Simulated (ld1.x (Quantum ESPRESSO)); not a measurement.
## palladium (Pd): variants of one TM potential

Base potential:

```
Element                 : palladium (Pd)
Generator               : ld1.x (Quantum ESPRESSO) 7.5
Type                    : norm-conserving Troullier–Martins (Kleinman–Bylander form)
Functional              : PBE
Relativity              : fully relativistic
Frozen core             : [Ar] 3d10
Valence charge          : 18
Reference configuration : 4s2 4p6 4d9.5 5s0 5p0 (charge +0.5)
Partial waves           : 4p (bound): rc 0.95 bohr; 4d (bound): rc 1.90 bohr; 4s (bound): rc 1.05 bohr
Local potential         : the s channel
Core correction         : Bessel-smoothed model core inside 0.75 bohr
```

Open shells are filled in proportion to 2j + 1 (rel_dist='average').

Cutoffs, loose and tight: the cutoffs (Ry, on a coarse ladder) from which the occupation-weighted sum of valence levels, in a spherical-Bessel basis at the reference potential, stays within 10 and 1 mRy of its value at 400 Ry. They do not see the model core or the augmentation charge, which bear on the density cutoff. Test errors are all-electron minus pseudo excitation energies from the reference, over the configurations 4s2 4p6 4d10 5s0 5p0; 4s2 4p6 4d9 5s0 5p0; 4s2 4p6 4d8 5s0 5p0; 4s2 4p6 4d9 5s1 5p0; 4s2 4p5 4d10 5s0 5p0; 4s2 4p6 4d9 5s0 5p1; 4s2 4p6 4d6 5s0 5p0. A dash means not determined; rows that change the core or the reference have their own tests.

Cutoffs are not given where the Bessel-basis levels miss the radial ones by over 6 mRy, ghosts where they miss by over 20 mRy; a channel whose overlap is not positive is not tested.

```csv
change,outcome,"cutoff, loose","cutoff, tight",bound ghosts,largest test error (meV)
base,generated,–,–,not determined,+98
reference 4s2 4p6 4d10 5s0 5p0,generated,–,–,not determined,+161
wave 4d (bound): rc 1.90 bohr becomes 4d (bound): rc 2.22 bohr,generated,–,–,not determined,+160
core correction Bessel-smoothed model core inside 1.16 bohr,generated,–,–,not determined,+98
wave 4s (bound): rc 1.05 bohr becomes 4s (bound): rc 1.04 bohr,generated,–,–,not determined,+98
wave 4p (bound): rc 0.95 bohr becomes 4p (bound): rc 0.94 bohr,generated,–,–,not determined,+98
wave 4s (bound): rc 1.05 bohr becomes 4s (bound): rc 1.16 bohr,generated,–,–,not determined,+195
reference 4s2 4p6 4d8 5s0 5p0,generated,–,–,not determined,+97
```

(1) What comes out with this change to the base: scalar-relativistic?

(2) What comes out with this change to the base: all radii but the core radius scaled by about 0.87 (s 0.92, p 0.82, d 1.66 bohr)?

(3) What comes out with this change to the base: type ultrasoft; waves now 4s (bound): rc 1.05 bohr; 5s (bound): rc 1.05 bohr; 4p (bound): rc 0.95 bohr; 5p (bound): rc 0.95 bohr; 4d (bound): rcut 1.65, rcutus 1.90 bohr; 4d channel at 2.15 Ry: rcut 1.65, rcutus 1.90 bohr; local potential all-electron potential smoothed inside 0.75 bohr (lloc = -2); augmentation built from norm-conserving waves at rcut, not smoothed further?

Answers

(1) outcome: generated; cutoff, loose: 160 Ry; cutoff, tight: 260 Ry; bound ghosts: none; largest test error (meV): +100.

(2) outcome: generated; bound ghosts: not determined; largest test error (meV): +69.

(3) outcome: generated, overlap not positive; bound ghosts: not determined (overlap not positive); largest test error (meV): -1792. A file whose overlap is not positive is unfit for use, and its test errors describe a broken file.
